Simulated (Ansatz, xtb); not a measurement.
# Relative energy of two conformers of GaH3O2S

Structure X is `[OH][Ga]([OH])[SH]`, a singlet and structure Y is `[OH][Ga]([OH])[SH]`, a singlet. Both are isolated molecules in the gas phase, relaxed with PBE0-D4/def2-SVP.

X (Å):

```xyz
7

Ga   -0.8058    0.4321    1.0668
O    -2.3898   -0.1399    1.6165
O    -0.6212    0.7156   -0.6812
S     0.7575    0.7329    2.5730
H    -3.0221   -0.2473    0.8979
H     0.2443    1.0253   -0.9641
H     1.6715    1.1410    1.6652
```

Y (Å):

```xyz
7

Ga   -0.0453   -0.0788   -0.2268
O    -1.4481   -1.1415   -0.4783
O     0.4693    0.5106    1.3736
S     1.1197    0.5470   -1.9615
H    -1.9318   -1.3916    0.3146
H    -0.0643    0.2191    2.1193
H     1.9618    1.2672   -1.1864
```

**Question.** Estimate which is lower in electronic energy at CCSD(T)/def2-SVP + ΔMP2/def2-TZVPP, and by roughly how much.

**Answer.** Too close to call at this level: CCSD(T)/def2-SVP + ΔMP2/def2-TZVPP gives E(Y) − E(X) = +1.79 kJ/mol.

How the difference moves with the method:

| level | geometry | E(Y) − E(X) (kJ/mol) | departure from the last row (kJ/mol) | job, with rough time for the two |
| --- | --- | --- | --- | --- |
| PBE0-D4/def2-SVP | PBE0-D4/def2-SVP | +3.24 | +1.45 | optimisation, 28 s |
| HF/def2-SVP | PBE0-D4/def2-SVP | +2.37 | +0.58 | part of the CCSD(T) run |
| MP2/def2-SVP | PBE0-D4/def2-SVP | +3.12 | +1.33 | part of the CCSD(T) run |
| CCSD(T)/def2-SVP | PBE0-D4/def2-SVP | +3.28 | +1.49 | single point |
| CCSD(T)/def2-SVP + ΔMP2/def2-TZVPP | PBE0-D4/def2-SVP | +1.79 |  | single point, 19 s |

The largest departure from CCSD(T)/def2-SVP + ΔMP2/def2-TZVPP is that of CCSD(T)/def2-SVP, 1.49 kJ/mol. Levels run at GFN2-xTB geometries aren't shown. The last row adds to CCSD(T) the change of the MP2 difference between the two basis sets, here −1.49 kJ/mol.

With harmonic frequencies from PBE0-D4/def2-SVP (ideal gas, rigid rotor, one conformer each, 298.15 K, 1 atm): the zero-point term adds −0.78 kJ/mol; ΔH is +1.31 and ΔG +0.63 kJ/mol.

The correlated steps freeze 16 core orbitals; the filled d shell of Ga is correlated, in a basis made for valence electrons. Run with Ansatz 0.2.0; the last row on 2 threads of Arm Neoverse V1 on a shared host.
